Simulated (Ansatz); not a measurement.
Stepwise reaction of `[CH3][Mo]([CH3])(=[S])=[S]` with hydrogen chloride, as a gas-phase model of exchange steps in deposition or etching. ΔE in kJ/mol; ΔG adds harmonic PBE0-D4 terms to CCSD(T)/CBS, at 1 bar.

Isolated molecules relaxed with PBE0-D4/def2-TZVP in Ansatz; ΔE leaves out vibrations. CCSD(T)/CBS adds triple-zeta CCSD(T) − MP2 to the extrapolated MP2 energy (def2 sets, frozen cores). This one scheme is used for every species. DFT in def2-TZVPP. B3LYP here is the variant with VWN-RPA as its local correlation; programs differ in this. Elements past krypton have def2 core potentials. For Mo outer-core shells are correlated without core-valence functions, which leaves a few kJ/mol of doubt a bond.

| step | reaction | PBE-D4 | B3LYP-D4 | ωB97M-V | CCSD(T)/CBS | ΔG(600 K) |
| --- | --- | --- | --- | --- | --- | --- |
| 2 | `[CH3][Mo](=[S])(=[S])[Cl]` + HCl → `[S]=[Mo](=[S])([Cl])[Cl]` + CH₄ | -140.2 | -140.4 | -128.9 | -131.5 | -112.4 |

Task: Give the row of step 1, `[CH3][Mo]([CH3])(=[S])=[S]` + HCl → `[CH3][Mo](=[S])(=[S])[Cl]` + CH₄. (An estimate is asked.)

Result: Computed: 
```csv
step,reaction,PBE-D4,B3LYP-D4,ωB97M-V,CCSD(T)/CBS,ΔG(600 K)
1,`[CH3][Mo]([CH3])(=[S])=[S]` + HCl → `[CH3][Mo](=[S])(=[S])[Cl]` + CH₄,-157.3,-161.1,-153.7,-157.6,-140.6
```

Task: By hand: ΔE of the 2 steps together at CCSD(T)/CBS.

Result: (-157.6) + (-131.5) = -289.1 kJ/mol, or -144.6 kJ/mol a step.

In ΔE each step is higher than the one before. All are downhill at CCSD(T)/CBS. ΔG lies between -140.6 and -112.4 kJ/mol a step. PBE-D4 differs from CCSD(T)/CBS by -8.7 to 0.3 kJ/mol a step. Only this route is followed, and other bonds may react first. Isolated molecules leave out the surface, adducts and barriers. Largest T1 diagnostic: 0.026.
